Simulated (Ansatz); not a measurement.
Coupled-cluster diagnostics for the cluster Ni₂Pt (the lowest singlet isomer of a short search), Ansatz.

Geometry of the singlet (PBE-D4/def2-TZVP):

Cartesian coordinates in Å:
```
Pt 0.590 -1.102 0.539
Ni -1.049 0.548 0.549
Ni 0.459 0.554 -1.089
```

In the def2 sets Pt takes a core potential; there is no spin–orbit coupling. Correlated methods freeze 10 core orbitals; core or outer-core shells of Pt, Ni are correlated, in sets that lack core-valence functions. The geometry of the singlet was relaxed on an unsound state (an occupied level 0.37 eV above an empty one). At PBE0-D4/def2-TZVP a triplet of charge 0 lies 1.37 eV below the restricted singlet, each at its own geometry. The structure comes from a short search, and lower isomers may exist.

(1) Estimate the CCSD(T) correlation energy, the shares of MP2 and (T), T1 and the reference's ⟨S²⟩ for: charge 0, singlet, own geometry in def2-TZVP; and the rough time on 4 threads of AMD EPYC 7B13 on a shared host.

Results:

(1) 
```
                          state      basis  correlation (eV)  MP2 share (%)  (T) share (%)     T1  ⟨S²⟩ (pure)  wall time                                                                                                 remarks
charge 0, singlet, own geometry  def2-TZVP           -51.795          107.9            8.4  0.135  0.00 (0.00)      6 min  flagged by the program, large T1 (0.135), restricted SCF unstable at other levels, stability undecided
```
Customary marks for T1 are 0.02 (closed shells), 0.045 (open shells) and about 0.05 (3d metals). T1 exceeds 0.02 in 1 of 1 rows and 0.045 in 1; the higher it lies, the less the single-reference result can be trusted.
